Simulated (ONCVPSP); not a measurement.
# Building the ONCV potential for F (PBEsol, scalar-relativistic).

* Element: fluorine (F)
* Generator: ONCVPSP 4.0.1
* Type: optimised norm-conserving Vanderbilt (ONCV)
* Functional: PBEsol
* Relativity: scalar-relativistic
* Frozen core: [He]
* Valence charge: 7
* Reference configuration: 2s2 2p5
* Partial waves: 2s: rc 0.55 bohr, ncon 3, nbas 6, qcut 12.9 1/bohr, 1 projector; 2p: rc 1.55 bohr, ncon 4, nbas 9, qcut 7.5 1/bohr, 2 projectors, debl 3.6 Ha; d scattering state at 0.08 Ha: rc 1.55 bohr, ncon 4, nbas 8, qcut 7.1 1/bohr, 2 projectors, debl 3.4 Ha
* Local potential: polynomial inside 0.40 bohr (lpopt 5, dvloc0 0 Ha)
* Core correction: Teter function, fcfact 5.75, rcfact 1.4

Results:

- Cutoffs needed: 56 Ha and 289 Ha (the cutoffs (Ha) at which the residual kinetic energy of the hardest occupied pseudo-wave falls to 1 and 0.1 mHa per electron)
- Ghost test: ghosts flagged at negative energy: d at -163.8 eV; no localised positive-energy state flagged; a true bound ghost makes a file unfit for plane-wave use
- Largest excitation error: +2014 meV (all-electron minus pseudo) for 2s2 2p2, out of 4 test configurations
- rms error of d²Exc/dni dnj: 1.38 mHa without and 1.32 mHa with the model core

Generation and tests took about 3.5 s on one core of a shared server CPU.
